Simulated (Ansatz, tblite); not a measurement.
Removing and adding an electron: `[H]/C=C/c1ccc(/C=C/c2cccs2)s1`. The state is a singlet with charge 0. Geometry: r2SCAN-D4/def2-SVP. Ansatz, gas phase; energy differences of separate SCF runs; the oxidised species was run as a doublet alone; the reduced species was run as a doublet alone.

```
atom   x (Å)   y (Å)   z (Å)
  H1  -5.478  -1.017  -3.892
  C2  -4.551  -1.224  -3.352
  C3  -3.934  -0.256  -2.646
  C4  -2.705  -0.407  -1.893
  C5  -1.889  -1.521  -1.713
  C6  -0.766  -1.275  -0.904
  C7  -0.689   0.039  -0.438
  C8   0.287   0.679   0.402
  C9   1.389   0.077   0.931
 C10   2.378   0.696   1.770
 C11   3.504   0.092   2.319
 C12   4.290   0.971   3.106
 C13   3.768   2.244   3.159
 S14   2.310   2.377   2.248
 S15  -2.046   0.953  -1.033
 H16  -4.154  -2.242  -3.412
 H17  -4.384   0.744  -2.625
 H18  -2.110  -2.490  -2.165
 H19  -0.019  -2.033  -0.658
 H20   0.115   1.740   0.622
 H21   1.575  -0.982   0.721
 H22   3.741  -0.960   2.147
 H23   5.210   0.680   3.618
 H24   4.158   3.115   3.685
```

The xTB rows come from tblite.

Problem. Estimate orbital energies and vertical ionisation energies and electron affinities at: GFN1-xTB; GFN2-xTB; PBE-D4/def2-SVP; PBE0-D4/def2-SVP.

Solution. 
| level | −HOMO (eV) | vertical IE (eV) | −LUMO (eV) | vertical EA (eV) | HOMO–LUMO gap (eV) | IE − EA (eV) | remarks |
| --- | --- | --- | --- | --- | --- | --- | --- |
| GFN1-xTB | 10.46 | 12.55 | 8.53 | 6.43 | 1.93 | 6.12 | – |
| GFN2-xTB | 9.73 | 11.79 | 7.83 | 5.82 | 1.91 | 5.98 | – |
| PBE-D4/def2-SVP | 4.65 | 6.67 | 2.59 | 0.69 | 2.06 | 5.97 | HOMO above zero (-1 doublet) |
| PBE0-D4/def2-SVP | 5.46 | 6.83 | 1.98 | 0.70 | 3.48 | 6.13 | HOMO above zero (-1 doublet) |

Relaxing the oxidised species (r2SCAN-D4/def2-SVP) changes its energy by -0.11 eV at PBE-D4/def2-SVP, so the adiabatic ionisation energy to this nearest minimum is 6.56 eV. At PBE0-D4/def2-SVP it is 6.72 eV.  Relaxing the reduced species (r2SCAN-D4/def2-SVP) changes its energy by -0.15 eV at PBE-D4/def2-SVP, so the adiabatic electron affinity to this nearest minimum is 0.85 eV. At PBE0-D4/def2-SVP it is 0.78 eV. The highest occupied level of the relaxed charge -1 doublet lies above zero (up to 1.05 eV). By energy differences its removal costs 0.85 eV (each at its own geometry, to the charge 0 singlet, at PBE-D4/def2-SVP); self-interaction error and the lack of diffuse functions both raise the level.     A HOMO above zero means that the electron is unbound at that level or that self-interaction error raises the level; the energy of removing that electron tells which. Raw xTB energy differences between charge states are shifted by several eV; the methods need an empirical correction for them. Sets without diffuse functions give affinities that are too small.
